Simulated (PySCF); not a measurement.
Nitrogen: a sound run and one with changed settings

Sound run: N²⁺ [He] 2s2 2p1, N³⁺ [He] 2s2. Calculation: PySCF 2.14, in def2-TZVP (5s3p2d1f, 31 functions); no relativity, point nucleus. In the sound run the correlated levels freeze 1s2. The sound run starts from symmetry-adapted Hartree-Fock orbitals and uses a fine grid where one is needed.

Changed run: basis STO-3G. This setting is unsound on purpose.

```csv
species,method,sound run (hartree),changed run (hartree),converged
N²⁺,UHF,-52.81858,-52.12682,yes
N²⁺,LDA,-52.47745,-51.77311,yes
N²⁺,TPSS,-52.97779,-52.27618,yes
N²⁺,MP2,-52.87400,-52.14900,yes
N²⁺,CCSD(T),-52.90193,-52.16878,yes
N³⁺,UHF,-51.08045,-50.37155,yes
N³⁺,LDA,-50.71864,-49.99925,yes
N³⁺,TPSS,-51.20567,-50.48571,yes
N³⁺,MP2,-51.12970,-50.40619,yes
N³⁺,CCSD(T),-51.16589,-50.43540,yes
```

Ionisation energy of N²⁺:

```
 method  sound run (eV)  changed run (eV)
    UHF          47.297            47.763
    LDA          47.860            48.269
   TPSS          48.222            48.721
    MP2          47.465            47.424
SCS-MP2          47.417            47.357
   CCSD          47.212            47.168
CCSD(T)          47.240            47.168
```

A minimal basis cannot let orbitals breathe on ionisation and holds almost no correlation.

For comparison, NIST gives 47.445 eV between the lowest levels.
